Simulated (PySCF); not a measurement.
## N (nitrogen, neutral) across methods

[He] 2s2 2p2 3s1, high-spin 4P determinant (an excited configuration). Calculation: PySCF 2.14, in aug-cc-pVTZ with one added diffuse shell each of s, p, d, f type (6s5p4d3f, 62 functions); no relativity, point nucleus.

```csv
method,E (hartree),mean ε 2s β (eV),mean ε 2p α (eV),mean ε 3s α (eV),Σ⟨r²⟩ (bohr²),⟨S²⟩
BP86,-54.2070,-24.180,-16.051,-2.549,38.07,3.752
B97-3,-54.1983,-26.068,-18.316,-2.862,38.83,3.753
r2SCANh,-54.1868,-24.888,-17.626,-2.653,38.84,3.754
MN15,-54.1562,-26.870,-18.980,-2.953,39.94,3.751
r2SCAN,-54.1858,-24.234,-16.826,-2.491,38.81,3.754
LDA,-53.7384,-23.898,-15.991,-2.497,38.06,3.751
UHF,-54.03470,-29.656,-24.509,-3.929,41.22,3.756
PBE,-54.1470,-23.970,-15.990,-2.470,38.25,3.752
```

Task: Estimate the same row for PBE0.

Result: E (hartree) = -54.1574; mean ε 2s β (eV) = -25.759; mean ε 2p α (eV) = -18.225; mean ε 3s α (eV) = -2.912; Σ⟨r²⟩ (bohr²) = 38.69; ⟨S²⟩ = 3.752.

The outer electron is Rydberg-like, and this basis confines it to a smaller radius and binds it less than a complete one would.
